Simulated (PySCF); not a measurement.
**Trend along the lanthanides: MF molecules**

PBE0 with double-zeta basis sets in PySCF, for the lowest determinant that a PBE0 search found; no spin–orbit coupling. De refers to high-spin ground-configuration atoms. A positive dipole means M(−)F(+).

```tsv
M	basis	state (unpaired electrons)	Re (Å)	ωe (cm⁻¹)	De (eV)	μ (D)
Ce	x2c-SVPall	quartet (f population 1.1)	2.008	580	6.88	-2.68
Pm	x2c-SVPall	septet (f population 5.0)	2.053	530	5.99	-3.13
Sm	x2c-SVPall	octet (f population 6.0)	2.057	530	5.87	-3.30
Eu	x2c-SVPall	nonet (f population 7.0)	2.051	531	5.78	-3.39
Gd	x2c-SVPall	octet (f population 7.1)	1.948	629	6.74	-1.74
Tb	x2c-SVPall	septet (f population 8.2)	1.943	612	6.48	-1.90
Dy	x2c-SVPall	sextet (f population 9.5)	1.970	568	5.84	-2.54
Ho	x2c-SVPall	quintet (f population 10.5)	1.975	557	5.56	-2.70
Er	x2c-SVPall	quartet (f population 11.4)	1.951	579	5.77	-2.56
Tm	x2c-SVPall	triplet (f population 12.6)	1.966	557	5.26	-3.00
```

**Question.** By what factor does the bond length vary along the series?

**Answer.** At PBE0 it runs from 1.943 Å (TbF) to 2.057 Å (SmF), a factor of 1.06.

The state changes along the series, so neighbouring rows are not always alike in their bonding.

Spin–orbit coupling is left out, which matters for elements this heavy, above all for dissociation energies. The state is the lowest single determinant that the PBE0 search found; with open d or f shells the true ground state can be another one.
